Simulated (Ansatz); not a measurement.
`BN[SiH2]O` + `CC=C=CCl` → `BN[SiH3]` + `CC=C=C(O)Cl`  (formal exchange of groups at the Si–O bond)

Calculated with Ansatz (gas phase, PBE0-D4/def2-TZVP geometries, no zero-point term in ΔE). CBS: MP2 limit from def2 TZ/QZ plus the TZ coupled-cluster correction, frozen cores. DFT in def2-TZVPP. B3LYP here is the variant with VWN-RPA as its local correlation; programs differ in this. One conformer a species, not always the lowest.

```tsv
level	ΔE (kcal/mol)
PBE-D4	38.8
r2SCAN-D4	41.9
B3LYP-D4	42.5
r2SCAN	41.9
B3LYP	42.6
HF/def2-TZVPP	46.4
HF/CBS(def2)	46.7
CCSD/CBS(def2)	45.3
```

Problem. What does CCSD(T)/CBS give? (An estimate is asked.)

Solution. Ansatz gave: +44.5 kcal/mol. The listed levels differ from it by -5.7, -2.6, -2.0, -2.6, -1.9, 1.9, 2.2, 0.8 kcal/mol.

Largest T1 diagnostic among the species: 0.012.

From PBE to PBE0 (25 % exact exchange), in def2-TZVPP and without D4, ΔE moves by +1.9 kcal/mol. In def2-TZVPP, CCSD(T) changes the Hartree–Fock value by −2.8 kcal/mol (the triples alone add −0.8 kcal/mol) and MP2 by −1.7 kcal/mol.
